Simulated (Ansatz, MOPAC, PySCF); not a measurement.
Noncovalent pair: HCl (SMILES Cl) (first 2 atoms) with SiH4 (SMILES [SiH4]); geometry from B3LYP-D3(BJ)/def2-TZVP, rigid monomers moved along the line of their centres of mass till Cl1···Si3 is 4.34 Å.
(charge 0, multiplicity 1):
```xyz
7

Cl     0.6255     1.1381    -0.2247
H      1.1186    -0.0336    -0.0576
Si    -0.3007    -0.2600     3.7769
H     -0.4375     1.2096     3.8574
H     -1.2819    -0.8074     2.8142
H     -0.5385    -0.8564     5.1117
H      1.0678    -0.6096     3.3304
```

Interaction energies are E(AB) − E(A) − E(B) at the monomers' geometry in the complex; basis-set methods are counterpoise corrected. Rows marked so take none.

Cores are frozen in the correlated methods. Rows in 6-31G*, LANL2DZ carry no dispersion term and start afresh at each structure (6-31G* with six Cartesian d functions). LANL2DZ brings its own core potentials from Na on. The state that AM1 reach isn't checked.

Programs: Ansatz (a quantum-chemistry and plane-wave program) with Gaussian orbitals; MOPAC for AM1 (differences of heats of formation); PySCF for 6-31G* rows, LANL2DZ rows, the dispersion terms. Values without a source in brackets are computed.

```json
[
 {"level": "AM1", "interaction energy (kJ/mol)": "-0.3"},
 {"level": "HF/aug-cc-pV(T+d)Z", "interaction energy (kJ/mol)": "0.0"},
 {"level": "B3LYP/LANL2DZ (no counterpoise)", "interaction energy (kJ/mol)": "?"},
 {"level": "PBE0-D3(BJ)/def2-TZVPPD", "interaction energy (kJ/mol)": "-3.4"},
 {"level": "PBE0-D4/def2-TZVPPD", "interaction energy (kJ/mol)": "-3.1"},
 {"level": "M06-2X/6-31G* (no counterpoise)", "interaction energy (kJ/mol)": "-3.0"},
 {"level": "wB97M-V/def2-TZVPPD", "interaction energy (kJ/mol)": "-2.6"},
 {"level": "MP2/aug-cc-pV(T+d)Z", "interaction energy (kJ/mol)": "-2.7"},
 {"level": "CCSD(T)/aug-cc-pV(D+d)Z", "interaction energy (kJ/mol)": "-2.3"}
]
```

### Question
What belongs in the gaps?

### Answer

- B3LYP/LANL2DZ (no counterpoise), interaction energy (kJ/mol): -1.2
